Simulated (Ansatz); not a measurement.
Ansatz (a program for electronic structure) input:
A basis named .json is the Basis Set Exchange file of that set.

Ansatz 0.2 input:
```yaml
crystal:
  periodic: [false, false, false]
  atoms:
    - {symbol: Si, position_ang: [-0.00530264, 0.19515623, -0.57467630]}
    - {symbol: Cl, position_ang: [0.08321521, 0.76947482, 1.43278793]}
    - {symbol: C, position_ang: [-1.62142751, -0.72223837, -0.84180217]}
    - {symbol: C, position_ang: [1.48144119, -0.89515018, -0.92915256]}
    - {symbol: H, position_ang: [-2.47758171, -0.09279844, -0.59951614]}
    - {symbol: H, position_ang: [-1.70763727, -1.04026526, -1.88294169]}
    - {symbol: H, position_ang: [-1.65439938, -1.60992473, -0.20329220]}
    - {symbol: H, position_ang: [1.47328244, -1.21752657, -1.97248934]}
    - {symbol: H, position_ang: [1.45141640, -1.78300076, -0.29072556]}
    - {symbol: H, position_ang: [2.41441578, -0.36541201, -0.73723319]}
basis:
  gaussian:
    orbitals: aug-cc-pV_D+d_Z.json
magnetization: {spin_polarized: true, initial_magnetization: 1}
correlation: {method: ccsd_t, electrons: outside_noble_gas}
output: {forces: true}
```

Question: What final total energy does it print?

Answer: -828.33357 Eh (CCSD(T)/aug-cc-pV(D+d)Z). The basis has 164 functions.

It need not be the lowest isomer of its formula.
